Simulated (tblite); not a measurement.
`C[SiH2][Si@@H]([SiH3])/C(C=O)=C/Cl`. Computed geometry: GFN2-xTB, gas phase.

```
atom  x, y, z in Å
C1     1.2648   -2.5397    0.1526
Si2    0.4106   -1.4336    1.4360
Si3    0.3219    0.7619    0.6535
Si4    1.7719    1.4568   -1.0277
C5    -1.4429    0.9965   -0.0310
C6    -1.6236    0.2333   -1.2489
O7    -0.7323   -0.4512   -1.7036
C8    -2.4022    1.7314    0.5278
Cl9   -4.0034    1.9034   -0.0778
H10    0.7638   -2.4679   -0.8083
H11    1.2594   -3.5831    0.4547
H12    2.3004   -2.2450    0.0058
H13    1.1653   -1.5167    2.6969
H14   -0.9177   -2.0012    1.7235
H15    0.3142    1.7131    1.7913
H16    1.0959    2.1394   -2.1344
H17    2.5172    0.3295   -1.5876
H18    2.7733    2.3981   -0.5102
H19   -2.6027    0.2980   -1.7542
H20   -2.2387    2.2877    1.4383
```

**Question.** Which two atoms are farthest apart?

**Answer.** Cl9···H11, 7.62 Å; the next longest distance is 7.55 Å.

**Question.** What is the repulsion energy of the bare nuclei, Σ ZA·ZB/RAB?

**Answer.** 772.07 Eh over 190 pairs, with full nuclear charges and distances in bohr; the largest single term is 44.58 Eh (Si3 with Si4).

**Question.** How far apart are these pairs, which share no bond: C1···H14, Si3···H17, C5···H10, C5···H18, H12···H16, H15···H16?

**Answer.** C1···H14 2.742 Å (2 bonds apart); Si3···H17 3.167 Å (2 bonds apart); C5···H10 4.180 Å (4 bonds apart); C5···H18 4.469 Å (3 bonds apart); H12···H16 5.025 Å (5 bonds apart); H15···H16 4.025 Å (3 bonds apart).

**Question.** Where is the centre of mass (commonest isotopes), and what is the radius of gyration?

**Answer.** Mass 193.981 u; centre at (-0.648, 0.431, -0.032) Å; Rg = √(Σ m r²/M) = 2.650 Å. As Ia + Ib + Ic = 2 Σ m r², the three principal moments sum to 2725.0 u·Å².

**Question.** Write the matrix of distances between heavy atoms (Å, lower triangle).

**Answer.** 
```
C1    0.000
Si2   1.897  0.000
Si3   3.470  2.332  0.000
Si4   4.198  4.035  2.326  0.000
C5    4.458  3.390  1.907  3.397  0.000
C6    4.242  3.758  2.772  3.616  1.449  0.000
O7    3.434  3.483  2.853  3.220  2.323  1.212  0.000
C8    5.642  4.331  2.894  4.463  1.331  2.451  3.540  0.000
Cl9   6.896  5.737  4.533  5.870  2.717  3.134  4.346  1.721  0.000
```

Its GFN2-xTB frequencies are all real (lowest 18 cm⁻¹). The numbers are those of one conformer.
